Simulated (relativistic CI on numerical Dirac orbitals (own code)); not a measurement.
# Sm⁴⁺ (4f4) in a crystal field

Calculated by Dirac-Coulomb-Breit CI, KLI orbitals optimised for each configuration, model QED (radiative potential, 1s self-energy scaled to tabulated hydrogen-like ionisation energies), one configuration in a parametric crystal field, unscaled Slater integrals (own radial code). With so little scaling, terms lie 10 to 35 % too far apart, which can change the order of excited levels.

Field parameters in Wybourne normalisation; cubic f-shell fields have B⁴₄ = √(5/14) B⁴₀ and B⁶₄ = −√(7/2) B⁶₀. The field is a parameter set, without covalency.

S is read from ⟨S²⟩ = S(S + 1).

Levels (cm⁻¹, degeneracy): 0 (1), 366 (3), 616 (3), 879 (2), 2278 (3), 2454 (2), 2479 (3), 2596 (3), 4204 (1), 4318 (3), 4438 (3), 4491 (1).

(1) Which field gives this pattern?
A. Oh, B40 = -1970, B60 = 740 cm⁻¹
B. Oh, B40 = 690, B60 = 1020 cm⁻¹
C. Oh, B40 = -2270, B60 = 1110 cm⁻¹

Answers

(1) C. Oh, B40 = -2270, B60 = 1110 cm⁻¹, ground level with S = 1.98.
